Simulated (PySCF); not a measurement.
## Radial density of C²⁺ (carbon, charge +2)

M06-L, [He] 2s2, closed-shell 1S. Computed with PySCF 2.14 in dyall-av3z, with no relativity, point nucleus.

```tsv
r (bohr)	4πr²ρ (e/bohr)
0.00362	0.02023
0.00608	0.05564
0.0102	0.1499
0.0172	0.3910
0.0289	0.9651
0.0487	2.170
0.0819	4.139
0.138	6.038
0.232	5.725
0.390	2.670
0.655	1.066
1.10	1.635
1.85	0.7492
3.12	0.03906
5.25	6.373e-05
```
